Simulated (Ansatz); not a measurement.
Wavefunction ladder for C10H12O2Zr, SMILES `[OH][Zr]12345678([OH])([C@H]9[C@@H]1[C@@H]2[C@@H]3[C@H]94)[C@H]1[C@@H]5[C@@H]6[C@@H]7[C@H]18`

```xyz
25

O     0.3820    1.9561   -1.2582
Zr    0.3507    0.3937   -0.0234
O     1.9687    0.6816    1.1018
C     1.8762   -0.9302   -1.5891
C     0.7271   -0.6302   -2.3421
C    -0.3637   -1.3039   -1.7641
C     0.1210   -2.0525   -0.6622
C     1.5026   -1.8206   -0.5558
C    -0.5717    0.8054    2.3315
C    -1.0481    1.8604    1.5332
C    -1.9480    1.3204    0.5852
C    -2.0099   -0.0683    0.7885
C    -1.1460   -0.3908    1.8652
H     0.1033    2.8360   -1.0060
H     2.8587    0.4882    0.8089
H     2.8674   -0.5401   -1.7687
H     0.6763    0.0661   -3.1642
H    -1.3864   -1.2677   -2.1096
H    -0.4668   -2.6908   -0.0197
H     2.1555   -2.2284    0.2015
H     0.1730    0.8883    3.1073
H    -0.7669    2.8992    1.6274
H    -2.4732    1.8713   -0.1810
H    -2.6116   -0.7659    0.2255
H    -0.9702   -1.3775    2.2677
```

Total charge 0; spin multiplicity 1. Correlated methods include outer-core shells of Zr, which these sets cover unevenly. Zr: def2 effective core potential. The structure was optimised at the PBE0-D4/def2-TZVP level. It is one conformer, not always the lowest. Frozen core, restricted reference, Ansatz.

```tsv
basis	HF (Eh)	MP2 corr.	CCSD corr.	(T)	CCSD(T) total
def2-SVP	?	?	?	-0.08841	?
def2-TZVPP	-582.28653	-2.50289	?	-0.13170	?
def2-QZVPP	-582.31282	-2.69049	–	–	–
```

**Question.** Fill in the withheld values. (Best estimate.)

**Answer.** The calculation gave: def2-SVP HF (Eh): -581.66169; def2-SVP MP2 corr.: -2.00615; def2-SVP CCSD corr.: -2.04737; def2-SVP CCSD(T) total: -583.79747; def2-TZVPP CCSD corr.: -2.50793; def2-TZVPP CCSD(T) total: -584.92616.
